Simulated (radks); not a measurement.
Neutral boron inside a hard spherical wall (all orbitals vanish at R), configuration held at [He] 2s2 2p1 and not refilled when levels cross. All-electron calculation, scalar-relativistic Kohn-Sham, LDA (Slater exchange, VWN5 correlation), spin-polarised, spherical densities, finite nucleus; open shells are filled with parallel spins first; Fermi nuclear charge, rms radius 2.406 fm. Program: a radial shooting solver on a logarithmic mesh with Libxc functionals. Eigenvalues in eV for spin up, with the zero of energy where the potential of the charges vanishes at infinity; a dash marks a level that is unbound or too diffuse for the functional's potential to be trusted. A positive occupied level is held by the wall or, in an anion where self-interaction has pushed it up, behind a barrier. The pressure on the wall is -dE/dV.

R (bohr)  E (hartree)  kinetic (hartree)    e(1s)   e(2s)   e(2p)  e(3s, empty)  e(3p, empty)  pressure (GPa)
free        -24.36103             24.194  -178.65  -9.812  -4.103        -0.163             -               0
20          -24.36103             24.194  -178.65  -9.812  -4.103        -0.125         0.436        < 0.0001
15          -24.36103             24.194  -178.65  -9.812  -4.103        -0.010         0.758        < 0.0001
8           -24.36016             24.201  -178.54  -9.745  -4.021         1.934         3.676          0.0373
7           -24.35816             24.215  -178.36  -9.641  -3.888         3.322         5.356           0.166
6           -24.35116             24.257  -177.90  -9.366  -3.540         5.969         8.294           0.810
4           -24.22304             24.811  -173.60  -6.455  -0.088        23.926        25.609            27.9
3           -23.78375             26.187  -165.81   0.570   7.265        57.126        54.371             224
2.5         -23.11216             27.922  -158.17   9.836  15.908        95.332        85.533             750
1.5         -16.69210             40.998  -122.52  89.031  74.634        356.21        281.88           17000
